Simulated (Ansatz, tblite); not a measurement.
Cost and result up the ladder for the cluster Cu3F3 (6 atoms). Charge 0, multiplicity 1. Geometry: r2SCAN-D4/def2-SVP.

```xyz
6

Cu   -0.674    0.837    0.885
Cu    1.136    0.457   -0.665
Cu   -0.461   -1.296   -0.221
F     1.037   -1.289   -1.363
F    -1.749   -0.703    1.022
F     0.711    1.992    0.343
```

Ansatz on 4 threads of Arm Neoverse V1 on a shared host; xTB runs through tblite on one thread. Times are rough, summed over both states, and most runs start from the orbitals of an earlier one. PBE0-D4/def2-TZVP serves as the yardstick here, not as an exact answer. The other state is a doublet.

The xTB rows come from tblite. HOMO above LUMO, or a gap near zero within one spin, warns that the state may not be the lowest or that an electron is smeared out. The structure comes from a short search, and lower isomers may exist.

Run but left out: HF/def2-SVP, MP2/def2-SVP, CCSD/def2-SVP, CCSD(T)/def2-SVP (flagged by the program: large difference).

Raw xTB energies of ions are shifted by several eV.

| level | functions | wall time |
| --- | --- | --- |
| GFN1-xTB | 39 | 0.01 s |
| GFN2-xTB | 39 | 0.01 s |
| PBE-D4/def2-TZVP | 228 | 22 s |
| PBE0-D4/def2-TZVP | 228 | 35 s |
| r2SCAN-D4/def2-TZVP (with forces) | 228 | 48 s |

**Question.** Estimate what each level gives for the vertical IE (eV).

**Answer.** 
| level | vertical IE (eV) | difference from PBE0-D4/def2-TZVP (eV) | remarks |
| --- | --- | --- | --- |
| GFN1-xTB | 13.70 | 4.52 | – |
| GFN2-xTB | 13.77 | 4.59 | – |
| PBE-D4/def2-TZVP | 8.90 | -0.28 | gap within one spin near zero (+1 doublet) |
| PBE0-D4/def2-TZVP | 9.18 | 0.00 | – |
| r2SCAN-D4/def2-TZVP (with forces) | 8.84 | -0.34 | – |
